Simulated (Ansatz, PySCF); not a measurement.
Gas-phase reaction (SMILES): ClB(Br)Br [dibromo(chloro)borane] + Cl (HCl) → ClB(Cl)Br [bromo(dichloro)borane] + Br (HBr); hydrogen chloride cleaves one B-Br bond, a model of a ligand-exchange step.

Structures are relaxed separately at B3LYP-D3(BJ)/def2-TZVP in Ansatz (a program for electronic structure). Valence correlation only, unless marked. Spin-orbit coupling is left out. Frozen are the shells of the preceding noble gas and the d and f shells that filled before the atom's block. Non-relativistic. CBS(X,Y): correlation extrapolated as X^-3; Hartree-Fock from the larger set. Thermal terms are rigid-rotor harmonic-oscillator values from B3LYP-D3(BJ) frequencies (Ansatz or PySCF) at 298.15 K and 1 atm. 1 Eh = 627.5095 kcal/mol.

```tsv
species	E, CCSD(T)/CBS(def2-TZVPPD,def2-QZVPPD) (Ansatz) (Eh)	E, PBE/def2-TZVPD (Ansatz) (Eh)	H - E (Eh)	G - E (Eh)
ClB(Br)Br	-5630.04048	-5632.49681	0.01221	-0.02438
Cl (HCl)	-460.37886	-460.62833	0.01000	-0.01120
ClB(Cl)Br	-3517.14035	-3518.75998	0.01256	-0.02271
Br (HBr)	-2573.28305	-2574.36895	0.00927	-0.01328
```

Problem. Work out ΔE and ΔH, ΔG, ΔS and the equilibrium constant at 298.15 K at the first level, then ΔH at the second.

Solution. 
1. ΔE = [(-3517.14035) + (-2573.28305)] - [(-5630.04048) + (-460.37886)] = -0.00406 Eh = -2.5 kcal/mol at CCSD(T)/CBS(def2-TZVPPD,def2-QZVPPD).
2. The terms H - E add up to -0.00038 Eh, so ΔH = (-0.00406 + (-0.00038))×627.5095 = -2.8 kcal/mol.
3. The terms G - E add up to -0.00041 Eh, so ΔG = -2.8 kcal/mol, and ΔS = (-0.00038 - (-0.00041))×627509.5/298.15 = 0.1 cal/(mol K).
4. log10 K = -ΔG/(RT ln 10) = 2.1, with RT ln 10 = 1.3642 kcal/mol.
5. At PBE/def2-TZVPD the same steps give ΔE = -2.4 and ΔH = -2.6 kcal/mol, a shift of +0.2 from the first level.
6. These values are not checked against measurement here, since the tables used lack a sound gas-phase enthalpy of formation for at least one species.
